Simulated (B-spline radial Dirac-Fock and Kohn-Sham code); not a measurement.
Dipole and non-dipole photoemission parameters of Br⁵⁺ 3s

System: Br⁵⁺ in the configuration 1s2 2s2 2p6 3s2 3p6 3d10 4s2; threshold 325.4 eV (orbital energy of the model). Model: Dirac-Hartree-Slater photoionisation with a Latter tail; cross sections with all multipoles, angular parameters from the dipole term and its interference with E2. Program: a B-spline atomic structure program.

| hν (eV) | σ (kb) | β | γ |
| --- | --- | --- | --- |
| 365 | 161 | 1.996 | 0.428 |
| 397 | 147 | 1.996 | 0.407 |
| 400 | 146 | 1.996 | 0.405 |
| 548 | 100 | 1.997 | 0.291 |
| 1120 | 34.0 | 1.998 | 0.002 |
| 1253.6 | 28.2 | 1.998 | -0.029 |
| 1486.9 | 21.0 | 1.998 | -0.062 |
| 1850 | 14.1 | 1.998 | -0.077 |
| 2280 | 9.59 | 1.998 | -0.056 |
| 2640 | 7.24 | 1.998 | -0.018 |
| 2880 | ? | ? | ? |
| 3920 | 3.28 | 1.998 | 0.175 |
| 4870 | 2.08 | 1.998 | 0.339 |
| 8047.8 | 0.688 | 1.998 | 0.867 |
| 8740 | 0.570 | 1.998 | 0.973 |
| 8960 | 0.538 | 1.998 | 1.005 |
| 11400 | 0.306 | 1.998 | 1.350 |
| 12000 | 0.271 | 1.998 | 1.429 |
| 13000 | 0.223 | 1.997 | 1.558 |
| 15000 | 0.157 | 1.997 | 1.799 |

Q: Give the values at 2880 eV.

A: σ = 6.10 kb, β = 1.998, γ = 0.013. For an s subshell δ is negligible.

Values without a named source are computed, but for edge energies of neutral atoms, which are taken from tables.
